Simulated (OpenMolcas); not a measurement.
Ni2+ (d8) among equal point charges was computed by CASSCF with the d shell active (OpenMolcas, ANO-RCC-VDZP on the metal). Its lowest spin-free states, and all those of the highest spin:

```tsv
2S+1	Degeneracy	E (cm-1)
3	1	0.0
3	2	3219
3	2	7214
3	2	8579
1	2	17632
1	2	20546
3	2	22672
1	1	23136
1	1	25510
1	2	26991
1	2	29974
1	2	32074
3	1	33617
```

Q: Is the site octahedral, tetrahedral or cube-like, axial, or of lower symmetry?

A: The states with 2S+1 = 3 have orbital degeneracies 1, 2, 2, 2, 2, 1. There are pairs but no triples, so the site is axial: not cubic, but with a proper or improper axis of order three or more. The run had Ni2+ among 6 point charges of -2 e arranged as a trigonal prism (D3h), 1.92 Å from the ion, with a polar angle of 46.2° against the regular 49.1°. The active orbitals were held to one l.

Without dynamic correlation the repulsion within the d shell is too large (B by tens of per cent), so at a given field states of lower spin stand too high. Point charges carry no covalency, so the field is a model and not that of real ligands. An unlabelled pair can be two single states that coincide in this model. No measured value stands beside these numbers.
